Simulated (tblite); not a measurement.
Compound: C₆H₁₀NP.
Atom-mapped SMILES: `[CH2:1]=[CH:2][C:3]1=[C:4]([CH3:5])[P:6]1[NH:7][CH3:8]` (hydrogens: H9, H10 on C1; H11 on C2; H12, H13, H14 on C5; H15 on N7; H16, H17, H18 on C8)

Computed geometry: GFN2-xTB, gas phase.

Problem. List the bond lengths, angles and torsions at this level.

Solution. 
| bond | length (pm) | order |
| --- | --- | --- |
| C1=C2 | 133.0 | double |
| C2–C3 | 142.6 | single |
| C3=C4 | 132.4 | double |
| C4–C5 | 146.9 | single |
| C4–P6 | 184.5 | single |
| P6–N7 | 173.8 | single |
| N7–C8 | 145.1 | single |
| C3–P6 | 182.4 | single |
| C1–H9 | 107.9 | single |
| C1–H10 | 107.6 | single |
| C2–H11 | 108.4 | single |
| C5–H12, C5–H13, C5–H14 | 109.0 | single |
| N7–H15 | 101.4 | single |
| C8–H16, C8–H17, C8–H18 | 109.2 | single |

Bonds in one row agree within 1 pm and their mean is given. Orders are formal, as drawn. A selection of angles:
| angle | degrees |
| --- | --- |
| C2–C1–H9 | 120.7 |
| C2–C1–H10 | 122.3 |
| H9–C1–H10 | 117.0 |
| C1–C2–C3 | 122.8 |
| C1–C2–H11 | 121.2 |
| C3–C2–H11 | 116.0 |
| C2–C3–C4 | 147.3 |
| C2–C3–P6 | 143.0 |
| C4–C3–P6 | 69.7 |
| C3–C4–C5 | 145.3 |
| C3–C4–P6 | 68.0 |
| C5–C4–P6 | 146.5 |
| C4–C5–H12 | 110.9 |
| C4–C5–H13 | 110.1 |
| H12–C5–H13 | 109.3 |
| H13–C5–H14 | 107.7 |
| C4–P6–N7 | 99.6 |
| C3–P6–C4 | 42.3 |
| C3–P6–N7 | 99.9 |
| P6–N7–C8 | 118.3 |
| P6–N7–H15 | 113.5 |
| C8–N7–H15 | 111.5 |
| N7–C8–H16 | 113.7 |
| N7–C8–H17 | 109.0 |
| H16–C8–H17 | 108.5 |
| H16–C8–H18 | 108.4 |

Dihedral angles: C1–C2–C3–C4 178° (antiperiplanar); C2–C3–C4–C5 -5° (synperiplanar); C3–C4–P6–N7 94° (anticlinal); C4–P6–N7–C8 137° (anticlinal); C2–C3–P6–C4 -179° (antiperiplanar). The mirror-image conformer, all signs reversed, is as good.

The 3-membered ring C3–C4–P6 has internal angles of 42.3° to 69.7°. The 2 C–P bonds span 1.824 Å (C3–P6, drawn single) to 1.845 Å (C4–P6, drawn single), a spread of 0.021 Å. N7 (nitrogen bonded to C, P and H) is pyramidal (angles 118.3°, 113.5° and 111.5°, sum 343.3°, 0.32 Å off the plane of its three neighbours). P6 (three-coordinate phosphorus) is pyramidal (angles 99.9°, 99.6° and 42.3°, sum 241.9°, 1.10 Å off the plane of its three neighbours). The 4 C–C bonds span 1.324 Å (C3=C4, drawn double) to 1.469 Å (C4–C5, drawn single), a spread of 0.145 Å.

Point group: C1 (no symmetry element, even within 0.4 Å). GFN2-xTB frequencies show an imaginary mode (21i cm⁻¹), so the point is no minimum at that level.
